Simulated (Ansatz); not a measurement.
Isolated molecules relaxed with PBE0-D4/def2-TZVP in Ansatz; ΔE leaves out vibrations. CCSD(T)/CBS is the MP2 limit (def2-TZVPP, def2-QZVPP) plus CCSD(T) − MP2 in def2-TZVPP, frozen cores. This one scheme is used for every species. DFT in def2-TZVPP. One conformer a species, not always the lowest.

`CN[SiH2]NC` + H₂O → `CN[SiH2]O` + CH₃NH₂  (formal hydrolysis of the Si–N bond)

`CN[SiH2]NC`:

Z-matrix (Å, degrees):
```
C
N 1 1.444
H 1 1.097 2 113.4
H 1 1.095 2 111.4 3 -121.9
H 1 1.092 2 109.3 3 119.7
Si 2 1.711 1 125.8 3 -97.5
H 2 1.008 1 113.9 3 64.8
N 6 1.709 2 109.2 1 -148.6
H 6 1.495 2 103.0 1 -23.9
H 6 1.494 2 117.3 1 94.7
C 8 1.445 6 125.2 2 58.3
H 8 1.007 6 117.8 2 -140.7
H 11 1.092 8 109.2 6 -23.7
H 11 1.095 8 111.5 6 -141.9
H 11 1.098 8 113.2 6 96.2
```

H₂O:

Cartesian coordinates in Å:
```
O -0.216 -0.228 -0.230
H 0.156 -0.448 0.627
H 0.061 0.675 -0.397
```

`CN[SiH2]O`:

```xyz
11

C    -1.042    0.945    0.705
N     0.102    0.067    0.806
Si    1.050   -0.479   -0.502
O     0.509   -1.784   -1.359
H    -2.001    0.412    0.698
H    -0.978    1.518   -0.223
H    -1.064    1.667    1.527
H     0.152   -0.435    1.679
H     2.345   -0.941    0.045
H     1.158    0.684   -1.425
H    -0.232   -1.653   -1.951
```

CH₃NH₂:

Cartesian coordinates in Å:
```
C -0.208 0.094 0.521
N 0.213 0.156 -0.869
H 0.027 -0.846 1.042
H -1.288 0.246 0.579
H 0.260 0.909 1.077
H -0.218 -0.586 -1.405
H 1.214 0.027 -0.945
```

| level | ΔE (kcal/mol) |
| --- | --- |
| PBE-D4 | -9.5 |
| PBE | -10.8 |
| MP2/def2-QZVPP | -9.6 |
| MP2/CBS(def2) | -9.4 |

(1) What does CCSD(T)/CBS give? (An estimate is asked.)

Largest T1 diagnostic among the species: 0.011.

Results:

(1) The calculation gave: -9.7 kcal/mol. The listed levels differ from it by 0.2, -1.1, 0.1, 0.3 kcal/mol.

In def2-TZVPP, CCSD(T) changes the Hartree–Fock value by +2.9 kcal/mol (the triples alone add +0.3 kcal/mol) and MP2 by +3.2 kcal/mol. The D4 term adds +1.9 kcal/mol with B3LYP and +1.1 kcal/mol with PBE0; it sums over pairs of atoms, weighted by their polarisabilities, and B3LYP, whose exchange is more repulsive, gets the larger term.

B3LYP here is the variant with VWN-RPA as its local correlation; programs differ in this.
